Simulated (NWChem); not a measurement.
CrH₂O₄; SMILES [O]=[Cr](=[O])([OH])[OH]

```xyz
7

Cr     0.0000     0.0000     0.0765
O     -0.0823     1.2633     0.9436
O      0.0823    -1.2633     0.9436
O      1.4094     0.1318    -0.9153
H      1.8283    -0.7107    -1.1438
O     -1.4094    -0.1318    -0.9153
H     -1.8283     0.7107    -1.1438
```
Atoms are numbered in this order, from 1.

Coordinates come from a PBE0/def2-SVP optimisation.

Symmetry labels are those of C2 in the frame above (b1 and b2, or b-type labels, depend on it).

**Question.** List the 4 lowest vertical singlet excitations from PBE/def2-SVPD, TDA (NWChem).

**Answer.** 
```
state  energy (eV)  oscillator strength  symmetry  leading excitation (squared amplitude)
-----  -----------  -------------------  --------  --------------------------------------
S1            3.60                0.000         b                    HOMO → LUMO+1 (0.48)
S2            3.68                0.000         b                  HOMO−1 → LUMO+1 (0.44)
S3            3.92                0.006         b                      HOMO → LUMO (0.39)
S4            4.20                0.024         b                    HOMO−1 → LUMO (0.75)
```
